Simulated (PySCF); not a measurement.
The multiplicity was assumed; other spin states weren't computed. def2 core potentials replace the inner electrons of Au.

Delta-SCF ions had no search for a lower state. Excitations are Tamm–Dancoff values on a coarser integration grid. The basis has no diffuse functions, so Rydberg states are missing or too high.

Z-matrix (Å, degrees):
```
C
C 1 1.3944
H 2 1.0918 1 121.84
C 2 1.4087 3 124.87 1 179.08
H 4 1.0918 2 124.88 3 -0.30
C 4 1.3942 5 121.80 2 -179.32
S 1 1.7351 2 126.05 3 6.63
S 6 1.7355 4 126.13 5 6.11
S 6 1.7459 4 110.70 5 -179.36
Au 7 2.2742 1 104.32 2 -114.43
Au 8 2.2752 6 104.07 4 -114.13
```
Charge 0, multiplicity 1.

Question: Estimate the S1 oscillator strength, S1 excitation (TDA), vertical electron affinity (Delta-SCF), brightest of the four lowest singlets (TDA) and T1 excitation (TDA) that TPSSh-D3(BJ)/def2-SVP // r2SCAN-D4/def2-SVP (PySCF) returns for this input.

Answer: 
* **S1 oscillator strength**: 0.283
* **S1 excitation (TDA)**: 2.02 eV
* **vertical electron affinity (Delta-SCF)**: 2.19 eV
* **brightest of the four lowest singlets (TDA)**: 2.02 eV
* **T1 excitation (TDA)**: 1.33 eV
